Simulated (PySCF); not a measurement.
Computed shifts of a molecule C2H9GeNO, PBE/pcSseg-1 run with PySCF, GIAO, gas phase, equivalent atoms averaged, in ppm (number of nuclei): ¹⁵N: 29.8 (1). ¹³C: 68.7 (1), 24.3 (1). ¹H: 6.07 (1), 5.78 (1), 5.03 (1), 4.19 (1), 1.78 (3), 0.87 (2). References: ⁷³Ge against GeH4 (σ = 1614.4 ppm); ¹⁵N against NH3 (σ = 267.0 ppm); ¹⁷O against H2O (σ = 334.3 ppm); ¹³C against TMS (σ = 182.0 ppm); ¹H against TMS (σ = 31.49 ppm), references at their B3LYP-D3(BJ)/def2-TZVP geometries, non-relativistic. Geometry optimised at PBE-D3(BJ)/def2-SVP. The values are those of a single conformer.

Pick the molecule that these values belong to.
A. C[NH][GeH2][O]C
B. C[N](C)[GeH2][OH]
C. [CH3][Ge]([CH3])([NH2])[OH]
D. CC[O][GeH2][NH2]

D, CC[O][GeH2][NH2]
